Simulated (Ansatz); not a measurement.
Consider the ligand exchange at the Si–C bond: `C=C[SiH](O)F` + `N[SiH2]F` → `O[SiH](F)N[SiH2]F` + ethylene.

Computed with Ansatz on PBE0-D4/def2-TZVP structures; ΔE is electronic, products minus reactants. CBS: MP2 limit from def2 TZ/QZ plus the TZ coupled-cluster correction, frozen cores. This one scheme is used for every species. Functionals use def2-TZVPP. One conformer a species, not always the lowest.

CCSD(T)/CBS gives -0.74 eV.

Q: Another level gave -0.74 eV. Which?
A. BHLYP/def2-TZVPP
B. PBE0-D4/def2-TZVPP
C. HF/def2-TZVPP
D. PBE-D4/def2-TZVPP

A: A. BHLYP -0.74, PBE0-D4 -0.67, PBE-D4 -0.63, HF/def2-TZVPP -0.80 eV.

Largest T1 diagnostic among the species: 0.012.

From BLYP to BHLYP (50 % exact exchange), in def2-TZVPP and without D4, ΔE moves by −0.09 eV. At CCSD(T), def2-SVP lies +0.04 eV from the extrapolated value and def2-TZVPP +0.00 eV. Leaving LDA and LC-ωPBE aside and taking each functional with its dispersion term where it has one, the values, not all of them listed here, spread over 0.13 eV, from BHLYP-D4 to revPBE-D4.

CCSD(T)/CBS has its own doubt, a few kJ/mol and more with outer-core shells, so smaller differences from it don't rank the levels.
